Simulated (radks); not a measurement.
Results of a calculation; reference values are marked as such.
How relativity changes the ionisation of the praseodymium ion Pr3+ ([Xe] 4f2) to Pr4+ ([Xe] 4f1). Spin-unpolarised spherical Kohn-Sham, PBE, point nucleus unless stated (finite: rms radius 4.8919 fm), a radial shooting solver on a logarithmic mesh with Libxc functionals. A level marked "c x" has the speed of light scaled by that factor and shares open shells by 2j + 1; other Dirac levels either fill j = l - 1/2 first or share by 2j + 1.

level                               E(Pr3+) (hartree)  E(Pr4+) (hartree)  IE (eV)   HOMO  <r> HOMO (bohr)
non-rel.                                   -8922.1545         -8920.5808   42.824     4f           0.9632
scalar-rel.                                -9235.9369         -9234.5032   39.012     4f            1.013
scalar-rel., finite nucleus                -9235.4692         -9234.0355   39.013     4f            1.013
Dirac, 2j+1 shares                         -9241.2196         -9239.7886   38.939  4f7/2            1.018
Dirac, low j first                         -9241.2364         -9239.7981   39.138  4f5/2            1.009
Dirac, 2j+1 shares, finite nucleus         -9240.7497         -9239.3187   38.940  4f7/2            1.018
Dirac, c x 0.75                            -9539.4367         -9538.1159   35.942  4f7/2            1.071
Dirac, c x 1.25                            -9119.2623         -9117.7800   40.334  4f7/2           0.9965
Dirac, c x 3                               -8954.7572         -8953.1994   42.391  4f7/2           0.9686

NIST Atomic Spectra Database: 38.98 eV (semi-empirical). The relativistic part of the total energy of Pr3+ is -318.6 hartree (Dirac, 2j+1 shares, finite nucleus), 3.6 % of the non-relativistic value. Spin polarisation and multiplet splitting of open shells are left out at every level.

Beside tabulated values, note that relativity, absent from the non-relativistic runs, is large for the heavy elements, and spin-unpolarised runs miss the spin-polarisation part of the exchange energy of open shells.
